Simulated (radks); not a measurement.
Values are calculated unless marked as measured or tabulated.
All-electron atom: Lu XL in [Ar] 3d10 4s2 4p2 (the NIST ground configuration). Code: a radial shooting solver on a logarithmic mesh with Libxc functionals. Model: scalar-relativistic Kohn-Sham, BLYP, spin-polarised, spherical densities, finite nucleus; open shells are filled with parallel spins first (spin-orbit coupling, left out, can overturn this in heavy ions); Fermi nuclear charge, rms radius 5.37 fm.

Normalised radial functions P(r) = r R(r), r in bohr:

r          3d up    4p up  4p down
0.002645  0.0004   0.0240   0.0240
0.003791  0.0012   0.0437   0.0437
0.005434  0.0031   0.0786   0.0787
0.007788  0.0081   0.1390   0.1391
0.01116   0.0211   0.2377   0.2380
0.016     0.0533   0.3860   0.3865
0.02293   0.1298   0.5770   0.5776
0.03287   0.2977   0.7530   0.7537
0.04712   0.6270   0.7680   0.7686
0.06753   1.1713   0.4138   0.4138
0.0968    1.8549  -0.3630  -0.3639
0.1387    2.3470  -1.0792  -1.0802
0.1989    2.1900  -0.7765  -0.7749
0.285     1.3498   0.7276   0.7325
0.4086    0.4688   1.8107   1.8094
0.5856    0.0717   1.2119   1.2108
0.8394    0.0034   0.2758   0.2789
1.203     0.0000   0.0164   0.0170

3d up: eigenvalue -3277.6 eV, 0 radial nodes, <r> = 0.188 bohr, 90 % of the charge inside 0.290 bohr. 4p up: eigenvalue -1805.5 eV, 2 radial nodes at r = 0.0832, 0.244 bohr, <r> = 0.431 bohr, 90 % of the charge inside 0.614 bohr. 4p down (empty): eigenvalue -1795.2 eV, 2 radial nodes at r = 0.0832, 0.244 bohr, <r> = 0.431 bohr, 90 % of the charge inside 0.615 bohr.
